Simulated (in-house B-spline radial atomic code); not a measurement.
RPA and G0W0 for Se⁵⁺, [Ar] 3d10 4s1, highest spin, as one setting changes: the highest l of the empty states. Start: r2SCAN. A dash marks a level of low quasi-particle weight. Computed with a B-spline radial code for spherical atoms: all electrons, scalar-relativistic (spin-free one-electron X2C), finite nucleus, each spin shell either full or empty, empty states to the listed l with an (l + 1/2)⁻⁴ tail; G0W0 by contour deformation at full frequency.

```tsv
highest l of the empty states	RPA summed (Eh)	RPA extrapolated (Eh)	G0W0 level (eV)
4	-1.9259	-2.1917	4s up -82.91
5	?	?	?
6	-2.1003	-2.1983	4s up -82.88
7	-2.1304	-2.1921	4s up -82.88
8	-2.147	-2.1862	4s up -82.88
9	-2.1567	-2.1832	4s up -82.88
10	?	?	?
11	-2.1669	-2.1805	4s up -82.88
```

Problem. What belongs in the row for 10?

Solution. RPA summed (Eh): -2.1629; RPA extrapolated (Eh): -2.1815; G0W0 level (eV): 4s up -82.88.

Problem. What belongs in the row for 5?

Solution. RPA summed (Eh): -2.0432; RPA extrapolated (Eh): -2.2065; G0W0 level (eV): 4s up -82.90.
